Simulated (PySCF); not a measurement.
**Structure from NMR data**

An unknown has the formula C₆H₇F₃Si. Its calculated NMR data are:

1H NMR (300 MHz, computed): δ 7.35 (m, 1H), 6.03 (m, 1H), 4.66 (m, 2H), 2.43 (s, 3H).

13C{1H} NMR (computed): δ 156.8 (CH), 156.7 (C), 146.8 (C), 133.7 (C), 129.4 (CH), 17.2 (CH3).

PySCF calculation with NMR shieldings at PBE0/pcSseg-1/GIAO and geometry from GFN2-xTB; isolated molecule, single conformer, rapidly exchanging positions averaged, non-relativistic.

References, each an isolated molecule treated in the same way: 1H, 13C against TMS.

Which candidate is it?
A. C[Si@H]1C=CC(C(F)(F)F)=C1
B. CC1=C(C(F)(F)F)C=C[SiH2]1
C. FC(F)=C(F)/C=C\[C@@H]1C[SiH2]1
D. FC(F)(F)CC1=C[SiH2]C=C1
E. FC(F)(F)C#CC1C[SiH2]C1
F. C#C[Si@@H]1CC[C@H]1C(F)(F)F

Results:

B. 

- Rings plus π bonds: 3 (1 ring in the answer).
- 6 carbon signals for 6 carbons: no two carbons are equivalent.
- Carbon types of the structure: 3 × C, 2 × CH, 1 × CH3, leaving 2 H on heteroatoms.
- δC 156.8, 129.4: alkene CH; an sp2 carbon of a C=C bond.
- δC 156.7, 146.8: fully substituted alkene carbon; as expected for a trigonal carbon in a double bond.
- δC 133.7: CF3 carbon; 3 electronegative neighbours deshield it.
- δC 17.2: allylic methyl carbon; aliphatic region, no heteroatom directly attached.
- δH 2.43: hydrogen on an allylic methyl carbon; allylic position.

The others: FC(F)=C(F)/C=C\[C@@H]1C[SiH2]1 would give 7 signals for carbon-bound and other non-exchanging H, not 4; FC(F)(F)CC1=C[SiH2]C=C1 would give 5 signals for carbon-bound and other non-exchanging H, not 4; C#C[Si@@H]1CC[C@H]1C(F)(F)F would give 7 signals for carbon-bound and other non-exchanging H, not 4; C[Si@H]1C=CC(C(F)(F)F)=C1 would give 5 signals for carbon-bound and other non-exchanging H, not 4; FC(F)(F)C#CC1C[SiH2]C1 would give 5 carbon signals, not 6.

Splittings by 19F in the carbon and heteronuclear signals aren't shown, as no couplings were computed. Shifts are as computed. Against solution values, carbons near 30 ppm lie about +3 ppm off and those near 130 ppm about +5 ppm. Of 1211 compounds with measured shifts, 218 miss one by over three times the rms of a fit or turn the order of signals round; such compounds aren't used in these exercises. No couplings were computed; multiplicities are counted from neighbouring protons, with m where these are inequivalent, close in shift, in a saturated or five-membered ring or joined by F or P, and br s for small geminal =CH2 splittings.
